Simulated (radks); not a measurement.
Si VI, configuration [He] 2s2 2p5. Method: Dirac Kohn-Sham, PBE, spin-unpolarised, spherical densities, finite nucleus; open shells are shared between the two j in proportion to 2j + 1; Fermi nuclear charge, rms radius 3.1224 fm; computed with a radial shooting solver on a logarithmic mesh with Libxc functionals. Some entries of the table are withheld. Estimate them.

orbital,occ.,eigenvalue (Ry),<r> (bohr),<r^2> (bohr^2)
1s1/2,2,-139.0319,0.1112,0.01665
2s1/2,2,-16.94574,(1),0.3564
2p1/2,1.66667,(2),0.5055,0.3180
2p3/2,3.33333,(3),0.5074,0.3202

Answer. 
(1) 2s1/2 <r> (bohr): 0.5479
(2) 2p1/2 eigenvalue (Ry): -13.85569
(3) 2p3/2 eigenvalue (Ry): -13.80290
